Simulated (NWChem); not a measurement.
Isomers of CH5Cl2FSi2, each optimised at PBE0/def2-SVP with NWChem, gas phase unless a solvent is named. Flexible species stand in one conformer each, which need not be the lowest. 

A: FC[Si@H](Cl)[SiH2]Cl
B: C[Si@H](F)[SiH](Cl)Cl
C: F[SiH2]C[SiH](Cl)Cl
D: [Si@@H](Cl)(F)[Si@@H](C)Cl

Q: Rank them by dipole (D), PBE0/def2-SVP, lowest first.

A: C (0.68), A (2.33), B (2.98), D (3.11)
